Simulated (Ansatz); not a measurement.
FH3O3Si, SMILES `O[Si](O)(O)F` at its PBE0-D4/def2-TZVP geometry, where that method's forces vanish. Charge 0, multiplicity 1.

```xyz
8

O     1.2657    0.9580    0.0868
Si    0.0253   -0.0816    0.0502
O    -1.2763    0.5887    0.7410
O    -0.3104   -0.4848   -1.4813
F     0.4244   -1.3961    0.8591
H     2.1084    0.6774   -0.2714
H    -1.2222    0.8508    1.6606
H    -1.0149   -1.1124   -1.6450
```

Question: What forces (eV/Å) does r2SCAN-D4/def2-TZVPP give on these atoms in the Gaussian-basis code of Ansatz? (Estimate.)

Answer: The calculation gave: 
```
O1   0.024  0.059 -0.002
Si2  0.008 -0.029  0.018
O3  -0.052  0.035 -0.002
O4  -0.004  0.013 -0.062
F5   0.020 -0.065  0.040
H6   0.023 -0.004 -0.007
H7  -0.003  0.007  0.023
H8  -0.016 -0.016 -0.008
```
